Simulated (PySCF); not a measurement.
## Ge(CN)H3: computed shieldings and shifts

Ge(CN)H3, CH3GeN, point group C3v.

Geometry:
```csv
atom,x (Å),y (Å),z (Å)
Ge1,-0.005,0.004,-0.611
C2,0.012,-0.010,1.314
N3,0.022,-0.018,2.473
H4,1.454,0.017,-1.072
H5,-0.749,1.271,-1.042
H6,-0.733,-1.264,-1.062
```

GIAO calculations in PySCF on the PBE0-D3(BJ)/def2-SVP structure: isolated species, non-relativistic, equivalent atoms averaged; basis pcSseg-1 (pcSseg-2 on Ge).

(1) Give the isotropic shieldings (ppm) with B3LYP, PBE, PBE0.

(2) And the chemical shifts, against references computed in the same way?

(3) Which part of the shielding of Ge1 depends on the functional?

(4) What couplings does PBE/pcJ-1 (pcSseg-1 on Ge) give?

## Answers

(1) 
```tsv
atoms	environment	B3LYP	PBE	PBE0
Ge1	germanium bonded to C, 3 H	1586	1575	1619
N3	nitrile nitrogen	-111.2	-104.3	-108.5
C2	nitrile carbon	60.3	65.2	63.2
H4/H5/H6	hydrogen on a germanium bonded to C	27.09	26.81	26.93
HOMO–LUMO gap (eV)	–	8.93	7.11	9.42
```

(2) 
```csv
atoms,"nucleus, reference",B3LYP,PBE,PBE0
N3,"$^{15}$N, NH3",374.8,369.3,374.2
C2,"$^{13}$C, TMS",119.0,114.8,121.2
H4/H5/H6,"$^{1}$H, TMS",4.29,4.39,4.33
```

(3) Diamagnetic: B3LYP 2756, PBE 2757, PBE0 2757 ppm; paramagnetic: B3LYP -1170, PBE -1182, PBE0 -1138 ppm. The diamagnetic part, set mainly by inner electrons, hardly moves; the paramagnetic part goes with low-lying magnetically allowed excitations and carries the spread.

(4) $^{1}J$(C2,N3) = -4.6, $^{2}J$(H4,H5) = 8.6, $^{2}J$(C2,H4) = 5.8 Hz (averaged over equivalent pairs; isotopes $^{13}$C, $^{15}$N, $^{1}$H).

Relativistic effects, spin–orbit coupling among them, are left out; they matter for Ge and for the light atoms bonded to it. Experimental scales use liquid or dissolved standards, which lie at an offset from isolated NH3 (liquid NH3: subtract about 20 ppm). Unscaled 15N shifts of sp2 nitrogen come out 20 to 40 ppm too high even then.
